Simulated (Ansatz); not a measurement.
Relaxation of CH7GeNO2 (12 atoms, charge 0, multiplicity 1), to a largest force component of 0.02 eV/Å in at most 50 steps.

Theory: RKS PBE0-D4/def2-SVP (Ansatz).

```xyz
12
Properties=species:S:1:pos:R:3
N -1.708 -0.697 1.167
Ge -0.198 -0.816 0.149
O 1.092 -1.418 1.181
C 0.367 0.937 -0.574
O 1.456 0.791 -1.356
H -1.569 0.082 1.888
H -2.455 -0.249 0.523
H 0.615 -1.770 1.974
H 1.891 -1.542 0.620
H 0.470 1.629 0.298
H -0.553 1.300 -1.179
H 1.678 1.715 -1.661
```

Where does it end, and by what steps?

The forces met the threshold. After 18 steps the energy has fallen by 3.474 eV; H7 moved furthest, 1.18 Å.

```tsv
step	energy less start (eV)	largest force component (eV/Å)	accepted
0	0.0000	7.929	yes
1	-1.7176	3.858	yes
2	-2.6623	0.914	yes
3	-2.9932	0.901	yes
4	-3.1343	1.123	yes
5	-3.2197	1.301	yes
6	-3.3232	0.383	yes
7	-3.3731	0.305	yes
8	-3.3748	1.371	yes
9	-3.4263	0.548	yes
10	-3.4370	0.484	yes
11	-3.4581	0.154	yes
12	-3.4659	0.234	yes
13	-3.4704	0.104	yes
14	-3.4723	0.114	yes
15	-3.4730	0.066	yes
16	-3.4738	0.037	yes
17	-3.4740	0.025	yes
18	-3.4741	0.010	yes
```

```xyz
12
Properties=species:S:1:pos:R:3
N -1.345 -0.571 1.087
Ge -0.307 -0.911 -0.484
O 1.165 -1.287 1.208
C 0.367 0.978 -0.611
O 1.366 1.024 -1.601
H -1.584 0.389 1.333
H -2.164 -1.156 1.226
H 0.322 -1.110 1.705
H 1.331 -2.234 1.293
H 0.734 1.297 0.386
H -0.507 1.622 -0.857
H 1.705 1.923 -1.653
```

Whether the end is a true minimum wasn't checked by a vibrational analysis.

Time of the run: 65 s on 2 threads of Arm Neoverse V2 (shared host), peak memory 0.31 GiB.
